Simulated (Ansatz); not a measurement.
# Molecular dynamics, step by step

GaH$_{5}$O, closed shell, PBE0-D4/def2-SVP (Ansatz 0.2.0). Settings (timestep in fs, temperature in K, friction in 1/fs; T counts 21 degrees of freedom, while the starting velocities carry no drift of the centre of mass, so T starts below the set value):

```yaml
hamiltonian: {xc: pbe0, dispersion: d4}
md: {n_steps: 30, timestep: 1.0, temperature: 300, ensemble: nvt_langevin, seed: 726, friction: 0.05, initial_velocities: maxwell_boltzmann}
```

Start, the saddle point found with PBE0-D4 in triple zeta (not stationary at another level):

Ga1  (-0.556, 0.339, -0.475)
H2  (0.574, -1.060, -0.823)
H3  (0.113, 1.631, -1.035)
H4  (-2.019, -0.174, -0.586)
H5  (0.667, -0.875, 0.150)
O6  (0.272, -0.228, 1.218)
H7  (0.950, 0.367, 1.550)
(Å)

| step | time (fs) | potential energy less the start (meV) | kinetic energy (meV) | T (K) |
| --- | --- | --- | --- | --- |
| 0 | 0.00 | 0.0 | 232.7 | 257 |
| 2 | 2.00 | 16.8 | 188.2 | 208 |
| 4 | 4.00 | 49.7 | 206.0 | 228 |
| 6 | 6.00 | 40.1 | 235.4 | 260 |
| 8 | 8.00 | -42.6 | 249.9 | 276 |
| 10 | 10.00 | -146.1 | 335.6 | 371 |
| 12 | 12.00 | -222.4 | 435.3 | 481 |
| 14 | 14.00 | -314.3 | 528.0 | 584 |
| 16 | 16.00 | -402.5 | 568.4 | 628 |
| 18 | 18.00 | -448.5 | 724.0 | 800 |
| 20 | 20.00 | -612.2 | 740.6 | 819 |
| 22 | 22.00 | -730.4 | 859.3 | 950 |
| 24 | 24.00 | -805.7 | 827.3 | 914 |
| 26 | 26.00 | -723.6 | 555.7 | 614 |
| 28 | 28.00 | -673.3 | 409.2 | 452 |
| 30 | 30.00 | -678.1 | 365.3 | 404 |

Step 16, positions (Å) and forces (eV/Å):

```
atom       x       y       z      Fx      Fy      Fz
 Ga1  -0.537   0.322  -0.494   0.519  -0.066  -2.157
  H2   0.373  -0.972  -0.948  -0.240   0.158  -0.553
  H3   0.341   1.659  -0.712  -0.501  -0.156   0.157
  H4  -2.054   0.084  -0.600  -0.381   0.198   0.181
  H5   0.832  -0.867   0.826  -0.879  -0.784  -0.068
  O6   0.216  -0.220   1.224   2.219   0.143   1.786
  H7   0.931   0.441   1.322  -0.736   0.507   0.655
```

Step 22, positions (Å) and forces (eV/Å):

```tsv
atom	x	y	z	Fx	Fy	Fz
Ga1	-0.532	0.318	-0.515	-0.005	1.360	-0.916
H2	0.113	-0.903	-1.202	0.404	-0.455	-0.492
H3	0.357	1.755	-0.449	-0.657	-0.821	-0.142
H4	-2.096	0.285	-0.524	-0.106	0.199	0.230
H5	0.784	-0.985	1.097	-0.111	0.274	0.140
O6	0.225	-0.206	1.266	1.421	0.834	1.276
H7	0.852	0.567	1.406	-0.946	-1.391	-0.096
```

Step 26, positions (Å) and forces (eV/Å):

| atom | x | y | z | Fx | Fy | Fz |
| --- | --- | --- | --- | --- | --- | --- |
| Ga1 | -0.533 | 0.320 | -0.532 | -1.341 | 0.269 | -0.976 |
| H2 | -0.008 | -0.935 | -1.402 | 0.054 | 0.421 | 0.288 |
| H3 | 0.210 | 1.721 | -0.334 | 0.121 | -0.096 | -0.260 |
| H4 | -2.189 | 0.484 | -0.488 | 0.970 | -0.226 | 0.179 |
| H5 | 0.693 | -1.036 | 1.271 | 0.930 | -0.435 | 0.221 |
| O6 | 0.244 | -0.202 | 1.287 | -2.144 | -0.744 | 0.069 |
| H7 | 0.758 | 0.563 | 1.459 | 1.409 | 0.811 | 0.478 |

Last step (30):

Ga1  (-0.538, 0.322, -0.546)
H2  (-0.101, -0.920, -1.509)
H3  (0.093, 1.718, -0.297)
H4  (-2.140, 0.613, -0.410)
H5  (0.674, -1.070, 1.420)
O6  (0.246, -0.193, 1.309)
H7  (0.818, 0.591, 1.520)
(Å)

The run took about 35 s on 2 CPU threads of an Arm Neoverse V1 (shared host).
